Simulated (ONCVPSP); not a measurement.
**Logarithmic derivatives: Nd, ONCV**

neodymium, optimised norm-conserving Vanderbilt (ONCV), made with ONCVPSP 4.0.1 (PBEsol, scalar-relativistic). Core [Kr] 4d10, reference 4f4 5s2 5p6 6s2. Waves: 5s+6s: rc 2.55 bohr, ncon 4, nbas 8, qcut 4.1 1/bohr, 2 projectors; 5p: rc 2.90 bohr, ncon 4, nbas 7, qcut 5 1/bohr, 2 projectors, debl 2.3 Ha; d scattering state at 0.3 Ha: rc 3.05 bohr, ncon 3, nbas 7, qcut 3.2 1/bohr, 2 projectors, debl 2.8 Ha; 4f: rc 1.40 bohr, ncon 3, nbas 8, qcut 13.7 1/bohr, 2 projectors, debl 0.5 Ha. Local part: polynomial inside 0.90 bohr (lpopt 5, dvloc0 0 Ha). Core correction: Teter function fitted to the true core (icmod 2), fcfact 0.6.

In the d channel the program set the typed energies aside and used -0.071, 2.729 Ha.

The phase is arctan(r·R′/R) of the radial function R(r), unwrapped; energies in Ha, scanned from -3 to 5 Ha. A pole is an energy at which the radial function vanishes at the test radius. The pseudo phase is shifted by a multiple of π to meet the all-electron one at the reference energy, and phase errors are pseudo minus all-electron; the curves can meet again beyond the range given. Levels narrower than the energy grid can be missing from the lists of poles. Where the grid stepped over a known ghost or core level, its pole and its step of π were put in at the level’s energy.

Question: For each channel, where are the poles, and over which energies does the pseudopotential scatter like the atom?

Answer:

| channel | radius (bohr) | reference energy (Ha) | poles, all-electron | poles, pseudo | unbroken range about the reference energy with phases within 0.05 rad | phase error 1 Ha above the reference energy (rad) |
| --- | --- | --- | --- | --- | --- | --- |
| s | 2.59 | -0.13 | -1.37, 2.45 | -1.37, 2.26, 4.49 | below 2.7 | -0.005 |
| p | 2.95 | -0.81 | -0.70, 2.09 | -1.56, -0.70, 2.08 | -1.6 to 3.5 | -0.001 |
| d | 3.10 | -0.07 | 0.30, 2.81 | 0.31, 2.81 | below 0.6 | +0.060 |
| f | 1.42 | -0.07 | 0.65 | 0.65 | the whole range | +0.000 |

Note: ghosts flagged at negative energy: s at -253.3 eV, p at -42.6 eV; GHOST(+) flagged for d at 17.9 eV. A true bound ghost makes a file unfit for plane-wave use.

Phases in the d channel:

```csv
E (Ha),all-electron,pseudo
-2.98,1.416,1.415
-2.76,1.408,1.408
-2.54,1.400,1.399
-2.32,1.390,1.389
-2.10,1.378,1.378
-1.88,1.364,1.363
-1.66,1.346,1.346
-1.44,1.323,1.323
-1.22,1.292,1.292
-1.00,1.246,1.246
-0.78,1.171,1.171
-0.56,1.016,1.018
-0.34,0.540,0.543
-0.12,-0.814,-0.814
0.10,-1.386,-1.385
0.32,-1.581,-1.579
0.54,-1.710,-1.709
0.76,-1.856,-1.819
0.98,-2.137,-2.060
1.20,-3.018,-2.766
1.42,-4.060,-3.948
1.64,-4.384,-4.353
1.86,-4.515,-4.503
2.08,-4.588,-4.583
2.30,-4.636,-4.634
2.52,-4.673,-4.672
2.74,-4.704,-4.704
2.96,-4.732,-4.731
3.18,-4.761,-4.759
3.40,-4.794,-4.787
3.62,-4.835,-4.821
3.84,-4.897,-4.863
4.06,-5.011,-4.923
4.28,-5.316,-5.025
4.50,-6.509,-5.240
4.72,-7.372,-5.881
4.94,-7.590,-6.982
```
